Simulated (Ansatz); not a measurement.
Reactions of `C[As]1N[SiH2]1`.

Program: Ansatz. Geometries: PBE0-D4/def2-TZVP. ΔE: electronic, gas phase. CCSD(T)/CBS adds triple-zeta CCSD(T) − MP2 to the extrapolated MP2 energy (def2 sets, frozen cores). This one scheme is used for every species, atoms too. Open shells (•) are unrestricted, without spin–orbit coupling. Spin–orbit coupling would lower the free atoms: a little for C, Si. For As, Ga outer-core shells are correlated without core-valence functions, so the limit isn't a true one: a few kJ/mol of doubt a bond, and 10 to 20 or more in all where bonds break to atoms. Scalar relativity is left out up to krypton. One conformer a species, not always the lowest.

**Question.** Order these by ΔE at CCSD(T)/CBS, lowest first. (Best estimate.)
A. `C[As]1N[SiH2]1` + `[NH2][GaH2]` → `[CH3][GaH][NH2]` + `N1[SiH2][AsH]1`
B. `C[As]1N[SiH2]1` + `S[SiH](Cl)Cl` → `CS[SiH](Cl)Cl` + `N1[SiH2][AsH]1`
C. `C[As]1N[SiH2]1` → As• + C• + 6 H• + N• + Si•
D. `C[As]1N[SiH2]1` → `[CH2]` (triplet) + `N1[SiH2][AsH]1`
E. `C[As]1N[SiH2]1` + H₂ → `N1[SiH2][AsH]1` + CH₄

**Answer.** E (-12.3 kcal/mol), A (-5.1 kcal/mol), B (+5.3 kcal/mol), D (+107.9 kcal/mol), C (+775.9 kcal/mol).

Largest T1 diagnostic: 0.014, for `[NH2][GaH2]`.
